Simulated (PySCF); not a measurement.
C4H8OSi.

```xyz
14

Si     0.1815     2.2849     0.0000
C     -0.8450     0.7410     0.0000
C     -0.3026    -0.4810     0.0000
C      1.0832    -1.0974     0.0000
C      0.2961    -2.4216     0.0000
O     -0.9513    -1.6887     0.0000
H      1.6279     1.9067     0.0000
H     -0.0824     3.1311    -1.2033
H     -0.0824     3.1311     1.2033
H     -1.9404     0.7838     0.0000
H      1.6837    -0.8933    -0.8978
H      1.6837    -0.8933     0.8978
H      0.3939    -3.0456    -0.9020
H      0.3939    -3.0456     0.9020
```

Geometry optimised at ωB97X-D3(BJ)/def2-SVP. The structure was generated by enumeration; whether it is a known compound was not checked.

These are KT2/pcSseg-1 (PySCF) values and carry that method's errors. Non-relativistic, no solvent.

Computed absolute GIAO shielding of each atom: isotropic value and principal components (ppm):
```json
[
 {"atom": "Si1", "σ(iso)": "445.0", "σ11": "415.4", "σ22": "436.5", "σ33": "483.3", "span": "67.9"},
 {"atom": "C2", "σ(iso)": "111.8", "σ11": "32.6", "σ22": "137.5", "σ33": "165.4", "span": "132.8"},
 {"atom": "C3", "σ(iso)": "14.7", "σ11": "-75.9", "σ22": "45.7", "σ33": "74.2", "span": "150.1"},
 {"atom": "C4", "σ(iso)": "148.9", "σ11": "129.5", "σ22": "145.2", "σ33": "172.1", "span": "42.6"},
 {"atom": "C5", "σ(iso)": "113.5", "σ11": "85.6", "σ22": "94.7", "σ33": "160.2", "span": "74.6"},
 {"atom": "O6", "σ(iso)": "108.3", "σ11": "-23.5", "σ22": "158.1", "σ33": "190.4", "span": "214.0"},
 {"atom": "H7", "σ(iso)": "27.1", "σ11": "24.1", "σ22": "27.1", "σ33": "30.2", "span": "6.0"},
 {"atom": "H8", "σ(iso)": "27.0", "σ11": "23.6", "σ22": "25.1", "σ33": "32.3", "span": "8.7"},
 {"atom": "H9", "σ(iso)": "27.0", "σ11": "23.6", "σ22": "25.1", "σ33": "32.3", "span": "8.7"},
 {"atom": "H10", "σ(iso)": "27.0", "σ11": "24.6", "σ22": "26.4", "σ33": "30.0", "span": "5.4"},
 {"atom": "H11", "σ(iso)": "28.0", "σ11": "25.3", "σ22": "27.2", "σ33": "31.4", "span": "6.0"},
 {"atom": "H12", "σ(iso)": "28.0", "σ11": "25.3", "σ22": "27.2", "σ33": "31.4", "span": "6.0"},
 {"atom": "H13", "σ(iso)": "26.7", "σ11": "24.4", "σ22": "25.1", "σ33": "30.5", "span": "6.0"},
 {"atom": "H14", "σ(iso)": "26.7", "σ11": "24.4", "σ22": "25.1", "σ33": "30.5", "span": "6.0"}
]
```
